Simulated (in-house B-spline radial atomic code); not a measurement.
Results of a calculation; reference values are marked as such.
**Two electrons in Ge: a spherical dot of radius 19.6 nm with hard walls with an ionised donor at its centre**

For Ge the NSM archive of the Ioffe Institute lists m_l = 1.6 m0, m_t = 0.08 m0 and ε = 16.2; the model takes one isotropic valley with the conductivity mass 3/(1/m_l + 2/m_t) = 0.117 m0, and so misses anisotropy and the other valleys. All triplets below are those of one valley; with several valleys two electrons can form a triplet in the 1s orbital itself, at an energy set by the valley splitting. Real donors also feel a central-cell potential, which shifts the ground state.

Effective-mass model with parabolic bands, a uniform dielectric constant, no image charges, no central-cell or spin-orbit terms. Two-electron levels come from full CI in B-splines with partial waves to l = 5 (up to 0.001 effective hartree above the limit).

Question: What are the effective units, and what is the potential in them?

Answer: Ha* = 27211.386 meV × 0.117/16.2² = 12.13 meV and a* = 0.0529177 nm × 16.2/0.117 = 7.327 nm. The radius is R = 2.68 a*, with −1/r added.

In these units the lowest s and p orbitals lie at -0.3755 and 0.6918, and their Coulomb and exchange integrals are J_ss = 0.8445, J_sp = 0.6659 and K_sp = 0.1222. Full CI gives 0.0155 for the ground singlet, 0.8428 for the sp triplet, 1.0456 for the sp singlet and 1.7453 for the lowest triplet of two s orbitals.

Question: What does it cost to add the second electron, to first order and exactly?

Answer: To first order E = 2ε_s + J_ss = 0.0934, so the charging energy E(2) − 2E(1) is J_ss = 10.24 meV. CI gives 0.0155 − 2 × (-0.3755) = 0.7666, or 9.3 meV: relaxation and correlation lower it by 0.9445 meV, 9.2 % of J_ss. The s² configuration of one-electron orbitals holds 97.0 % of the state, and the mean radius is 8.53 nm.

Question: How far above the singlet do the triplets lie?

Answer: To first order the sp triplet lies at ε_s + ε_p + J_sp − K_sp = 0.8599, which is 9.299 meV above 2ε_s + J_ss. CI gives 0.8428 − (0.0155) = 0.8273, or 10.04 meV, 78 % of the orbital spacing of 12.95 meV. The ss triplet lies 20.98 meV up, so the lower of the two is the sp one, and its gap equals k_BT at 116 K. The sp singlet-triplet splitting is 2.461 meV, against 2K_sp = 2.966 meV.
